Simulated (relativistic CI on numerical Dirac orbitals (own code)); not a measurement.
# d1 in a ligand field

Computed with a parametric ligand-field model of a d^n configuration (Racah B and C, spin-orbit zeta, crystal field), exact diagonalisation.

Field parameters in Wybourne normalisation: D3d B²₀ = −7Dσ, B⁴₀ = −14Dq − 21Dτ, B⁴₃ = −14√(10/7) Dq; D4h B²₀ = −7Ds, B⁴₀ = 21(Dq − Dt), B⁴₄ = 21√(5/14) Dq; Oh B⁴₀ = 21Dq, B⁴₄ = √(5/14) B⁴₀. The field is a parameter set, without covalency.

Problem. Ground term and bands for B = 480, C = 1770, ζ = 0 cm⁻¹, D3d, 10Dq = 16100, Dσ = -60, Dτ = 400 cm⁻¹?

Solution. Ground term 2A1 with 0.00 electrons in the two orbitals of the cubic e set. Spin-allowed: 2E 2424 cm⁻¹, 2E 19376 cm⁻¹ (516 nm). Lowest spin-forbidden: none.

Problem. Ground term and bands for B = 960, C = 3540, ζ = 0 cm⁻¹, Oh, 10Dq = 22850 cm⁻¹?

Solution. Ground term 2T2 with 0.00 electrons in the two orbitals of the cubic e set. Spin-allowed: 2E 22850 cm⁻¹ (438 nm). Lowest spin-forbidden: none.

Problem. Ground term and bands for B = 830, C = 3440, ζ = 0 cm⁻¹, D4h, 10Dq = 23650, Ds = 2410, Dt = 170 cm⁻¹?

Solution. Ground term 2E with 0.00 electrons in the two orbitals of the cubic e set. Spin-allowed: 2B2 6380 cm⁻¹ (1567 nm), 2A1 19540 cm⁻¹ (512 nm), 2B1 30030 cm⁻¹ (333 nm). Lowest spin-forbidden: none.

Problem. Ground term and bands for B = 500, C = 2590, ζ = 0 cm⁻¹, D4h, 10Dq = 19800, Ds = -1500, Dt = 530 cm⁻¹?

Solution. Ground term 2B2 with 0.00 electrons in the two orbitals of the cubic e set. Spin-allowed: 2E 7150 cm⁻¹ (1399 nm), 2B1 19800 cm⁻¹ (505 nm), 2A1 23150 cm⁻¹ (432 nm). Lowest spin-forbidden: none.

Problem. Ground term and bands for B = 690, C = 3230, ζ = 0 cm⁻¹, D3d, 10Dq = 18200, Dσ = -560, Dτ = 250 cm⁻¹?

Solution. Ground term 2E with 0.01 electrons in the two orbitals of the cubic e set. Spin-allowed: 2A1 112 cm⁻¹, 2E 19375 cm⁻¹ (516 nm). Lowest spin-forbidden: none.
